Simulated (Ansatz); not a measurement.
A run for Ansatz (a first-principles code): R-SVWN5/def2-TZVPP on H2 (SMILES [H][H]).

Ansatz 0.2 input:
```yaml
crystal:
  periodic: [false, false, false]
  atoms:
    - {symbol: H, position_ang: [0.00000000, -0.00000000, 0.38043305]}
    - {symbol: H, position_ang: [-0.00000000, 0.00000000, -0.38043305]}
basis:
  gaussian:
    orbitals: def2-TZVPP
hamiltonian:
  xc: {name: SVWN5}
scf: {lower_state_search: off}
```

The log:

```
WARN ansatz: RAYON_NUM_THREADS=4 ignored (pool sized by the plan → 4); use --threads N
Functional definition: SVWN5
these checks for a lower state are left out or cut short: stability, starts, cluster_reference, orbital_swaps, neighbouring_geometries, increment
integrals: 0.00 GiB planned
118 factors; their error is unknown
mean field: 0.05 GiB planned
mean field evaluation 1: about -30.6176 eV, gradient 9.7e0 eV
mean field evaluation 2: about -30.9087 eV, gradient 3.3e0 eV
mean field evaluation 4: about -30.9472 eV, gradient 4.1e-2 eV
mean field evaluation 8: about -30.9459 eV, gradient 4.4e-5 eV
mean field -30.94587633 eV, -1.1372399791 hartree, gradient 1.1e-6 eV, S^2 0.000000; 0 other end points of the search recorded, 0 dependent functions left out
reference -30.94589707 eV, -1.1372407416 hartree; 1, 1 occupied and 27, 27 virtual orbitals, 118 factors
Total energy: -30.94589707 eV, -1.1372407416 hartree
Checks for a lower state left out: stability, starts, cluster_reference, orbital_swaps, neighbouring_geometries, increment
```

The run converged.

Cost: about 0.23 core-seconds (a rough figure).
